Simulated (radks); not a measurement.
Q: Neutral neon, [Ne]. Method: non-relativistic Kohn-Sham, exchange-only LDA, spin-polarised, spherical densities, point nucleus; computed with a radial shooting solver on a logarithmic mesh with Libxc functionals. Every spin shell is full or empty, so the densities are truly spherical. Functionals are evaluated on that one density, not self-consistently. Rank these orbital-free kinetic functionals by their error against the exact value of the orbitals, and give that value: Thomas-Fermi, von Weizsacker, TF + vW, TF + vW/9, TF + vW/5, LC94, APBEK, revAPBEK, Perdew 92, Pearson, PG1, Ernzerhof.

A: Exact: 127.491 hartree. From best to worst, with 100 (|E| - |E exact|)/|E exact| (equal figures are ties): Ernzerhof +0.07, APBEK -0.10, LC94 -0.24, revAPBEK +0.38, Perdew 92 -0.80, TF + vW/9 -0.82, Pearson -2.58, TF + vW/5 +5.42, Thomas-Fermi -8.61, PG1 +29.86, von Weizsacker -29.88, TF + vW +61.51.
